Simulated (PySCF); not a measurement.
**Correlation energy of Tl (thallium, neutral)**

[Xe] 4f14 5d10 6s2 6d1, 2D determinant (an excited configuration). All numbers are calculated (PySCF 2.14, scalar relativity by spin-free X2C-1e, in x2c-TZVPPall with one added diffuse shell each of s, p, d, f type (12s8p7d4f, 99 functions)). Frozen: [Xe] 4f14 5d10; 3 electrons correlated.

MP2 pair energies summed by pair of shells (mhartree):

| pair | energy | share (%) |
| --- | --- | --- |
| 6s-6s | -19.47 | 83.5 |
| 6s-6d | -3.84 | 16.5 |

Total MP2 correlation energy: -23.31 mhartree.

Same-spin part -1.54 and opposite-spin part -21.77 mhartree; SCS-MP2 scales them by 1/3 and 6/5 to -26.64 mhartree.
